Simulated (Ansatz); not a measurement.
A single point on H8InNO2Si2, SMILES `[NH2][In]([O][SiH3])[O][SiH3]`.

```yaml
crystal:
  periodic: [false, false, false]
  atoms:
    - {symbol: N, position_ang: [-3.263063, 0.528801, 0.662421]}
    - {symbol: In, position_ang: [-1.335147, 0.254413, 0.222646]}
    - {symbol: O, position_ang: [-0.712833, -1.248029, -0.887735]}
    - {symbol: Si, position_ang: [0.709241, -1.930711, -1.297441]}
    - {symbol: O, position_ang: [0.095897, 1.336293, 1.034990]}
    - {symbol: Si, position_ang: [1.719762, 1.436844, 0.940162]}
    - {symbol: H, position_ang: [-3.912397, 0.187482, -0.032430]}
    - {symbol: H, position_ang: [-3.513203, 1.473989, 0.917749]}
    - {symbol: H, position_ang: [1.685918, -1.881566, -0.170200]}
    - {symbol: H, position_ang: [1.323286, -1.238974, -2.465571]}
    - {symbol: H, position_ang: [0.477177, -3.355390, -1.657897]}
    - {symbol: H, position_ang: [2.375465, 0.508701, 1.903134]}
    - {symbol: H, position_ang: [2.140149, 2.828107, 1.259185]}
    - {symbol: H, position_ang: [2.209748, 1.100040, -0.429011]}
basis:
  gaussian: {orbitals: def2-QZVPP}
correlation: {method: mp2}
```

```sh
$ ansatz run in.yaml --threads 4 --pin off --events-out ev --progress --plain --max-ram 11315MiB
```

It prints (some lines left out):

```
Functional definition: HF
3808 factors; integrals over basis functions are off by at most 7.6e-4 eV
mean field evaluation 1: about -26554.7763 eV, gradient 6.6e1 eV
mean field evaluation 2: about -26554.9875 eV, gradient 6.7e1 eV
mean field evaluation 4: about -26563.3226 eV, gradient 4.8e0 eV
mean field evaluation 8: about -26563.4214 eV, gradient 4.2e-1 eV
mean field evaluation 16: about -26563.4224 eV, gradient 9.4e-7 eV
mean field -26563.42236638 eV, -976.1877666299 hartree, gradient 9.4e-7 eV, S^2 0.000000; 0 other end points of the search recorded, 0 dependent functions left out
17 core orbitals not correlated: weight in the atoms' cores, before any rotation towards them, 1.000 or more for the frozen orbitals, at most 0.000 for the correlated occupied ones
reference -26563.42236638 eV, -976.1877666299 hartree; 23, 23 occupied and 593, 593 virtual orbitals, 3808 factors
second order -40.54797530 eV of doubles, -0.00000000 eV of singles
Total energy: -26603.97034167 eV, -977.6778772376 hartree
```

It took 64 s on 4 threads of an Arm Neoverse V2 on a shared host, with 5.4 GiB of host memory at the peak.
